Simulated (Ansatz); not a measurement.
Consider the formal exchange of groups at a B–N bond: `BN[SiH2]OC` + `[SiH3]CS` → `B[SiH2]CS` + `CO[SiH2]N`.

Gas-phase electronic energies from Ansatz, PBE0-D4/def2-TZVP geometries. CBS: MP2 limit from def2 TZ/QZ plus the TZ coupled-cluster correction, frozen cores. This one scheme is used for every species. One conformer a species, not always the lowest.

```json
{"species": "`BN[SiH2]OC`", "HF/def2-TZVPP energy (Eh)": "-485.64738"}
{"species": "`[SiH3]CS`", "HF/def2-TZVPP energy (Eh)": "-727.85714"}
{"species": "`B[SiH2]CS`", "HF/def2-TZVPP energy (Eh)": "-753.09938"}
{"species": "`CO[SiH2]N`", "HF/def2-TZVPP energy (Eh)": "-460.34328"}
```

**Question.** Work out ΔE.

**Answer.** ΔE = (-753.09938) + (-460.34328) − (-485.64738) − (-727.85714) = 0.06186 Eh = +38.8 kcal/mol. CCSD(T)/CBS gives +38.2 kcal/mol.

Largest T1 diagnostic among the species: 0.012.
